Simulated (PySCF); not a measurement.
Computed shifts of a molecule C2H4ClFSi2, B3LYP/pcSseg-1 run with PySCF, GIAO, gas phase, atoms alike by connectivity averaged where their shifts nearly agree, in ppm (number of nuclei): ²⁹Si: -36.5 (1), -44.4 (1). ¹⁹F: -222.2 (1). ¹³C: 118.2 (1), 116.8 (1). ¹H: 5.39 (2), 5.28 (2). References: ²⁹Si against TMS (σ = 338.7 ppm); ¹⁹F against CFCl3 (σ = 161.7 ppm); ¹³C against TMS (σ = 181.3 ppm); ³⁵Cl against HCl (σ = 933.3 ppm); ¹H against TMS (σ = 31.68 ppm), references at their B3LYP-D3(BJ)/def2-TZVP geometries, non-relativistic (without spin–orbit terms, shifts of atoms bonded to Cl or Br come out too high). Geometry optimised at PBE0-D3(BJ)/def2-SVP. One conformer was computed; it need not be the lowest.

Task: Which structure fits?
A) FC1=C[SiH2][Si@H]1Cl
B) C#C[SiH2][Si@H](F)Cl
C) F[SiH2]C#C[SiH2]Cl
D) F[Si@]1(Cl)C=C[SiH2]1

Result: C, F[SiH2]C#C[SiH2]Cl
